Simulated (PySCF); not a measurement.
Spinor energies of Tm³⁸⁺ (thulium, charge +38)

Start: [Ar] 3d10 4s2 4p1; 4p3/2 filled at m_j = +3/2. Calculated with PySCF 2.14 in an uncontracted even-tempered set (16 s from 4.3 bohr⁻², ratio 2.8; 13 p from 5.6 bohr⁻², ratio 2.8; 8 d from 10 bohr⁻², ratio 2.8; 4 f from 24 bohr⁻², ratio 3): generalised Hartree-Fock with the X2C-1e Hamiltonian and a Gaussian nucleus; one run each with spin-orbit coupling (SO) screened by Boettger's factors, then bare. This is a chosen level, not necessarily the ground level.

| spinor shell | electrons | ε, screened SO (eV) | ε, bare SO (eV) | weight of nominal j (bare SO) | rms radius, bare SO (bohr) |
| --- | --- | --- | --- | --- | --- |
| 1s1/2 | 2 | -61386.8 | -61385.9 | 1.000 | 0.0227 |
| 2s1/2 | 2 | -11876.3 | -11876.0 | 1.000 | 0.0916 |
| 2p1/2 | 2 | -11384.5 | -11408.8 | 1.000 | 0.0780 |
| 2p3/2 | 4 | -10396.8 | -10388.5 | 1.000 | 0.0851 |
| 3s1/2 | 2 | -3943.2 | -3943.1 | 1.000 | 0.233 |
| 3p1/2 | 2 | -3728.0 | -3733.3 | 1.000 | 0.223 |
| 3p3/2 | 4 | -3507.9 | -3506.0 | 1.000 | 0.237 |
| 3d3/2 | 4 | -3157.3 | -3162.3 | 1.000 | 0.208 |
| 3d5/2 | 6 | -3109.4 | -3106.3 | 1.000 | 0.212 |
| 4s1/2 | 2 | -1828.6 | -1828.6 | 1.000 | 0.491 |
| 4p3/2 | 1 | -1687.9 | -1687.3 | 1.000 | 0.499 |

```
   quantity   screened SO       bare SO
E (hartree)  -12686.45108  -12687.22293
        M_J           3/2           3/2
       ⟨J²⟩         3.751         3.751
       ⟨L²⟩         2.043         2.047
       ⟨S²⟩         0.793         0.796
```

Each row is a mean over spinors that exchange with the open shell spreads, by up to 11.619 eV (4s1/2).

Breit and QED terms are absent; they matter most for the inner s and p1/2 levels.

Densities and radii are taken from the X2C orbitals without a picture-change correction, which distorts them close to the nucleus.
